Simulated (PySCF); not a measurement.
## Which determinant of AlI lies lowest?

Unrestricted PBE0; PySCF, scalar-relativistic core potentials, basis sets Al cc-pV(T+d)Z, I cc-pVTZ-PP with ECP28. Outer shells of the fragments: Al 3s2 3p1; I 4d10 5s2 5p5.

Followed along the bond (rough minima from three points):

```tsv
2Ms+1	unpaired	⟨S²⟩ at the start	R at minimum (Å)	Te (eV)
1	none	0.00	2.56	0.00
3	σ ↑, π ↑	2.00	2.51	2.51
```

Solutions found at the starting distance of 2.505 Å, counted from the lowest of them; the search is not exhaustive and high or unbound solutions are not listed, so other states can lie among these:

| 2Ms+1 | unpaired | term | E (eV) | ⟨S²⟩ | ⟨Lz²⟩ | μ (D) |
| --- | --- | --- | --- | --- | --- | --- |
| 1 | none | ¹Σ⁺ | 0.00 | 0.00 | 0.00 | -1.42 |
| 3 | σ ↑, π ↑ | ³Π | 2.50 | 2.00 | 1.01 | -1.20 |
| 1 | σ ↑, π ↓ | mixed | 3.06 | 1.01 | 1.01 | -0.73 |
| 3 | π ↑↑ | mixed | 4.62 | 2.02 | 2.02 | 3.84 |
| 3 | σ ↑↑ | ³Σ⁺ | 4.75 | 2.00 | 0.00 | -0.36 |
| 3 | π ↑↑ | mixed | 4.81 | 2.01 | 2.02 | 3.93 |

A term symbol is given only where ⟨S²⟩ and ⟨Lz²⟩ are close to those of a pure state; real π, δ and φ orbitals otherwise mix terms. A positive dipole means Al(−)I(+).

The measured ground state is X ¹Σ+ (Huber and Herzberg, Constants of Diatomic Molecules (1979)).

Spin–orbit coupling is left out. Counting both spins, an empty level lies below a filled one in some of these solutions, because spin and occupation are held.
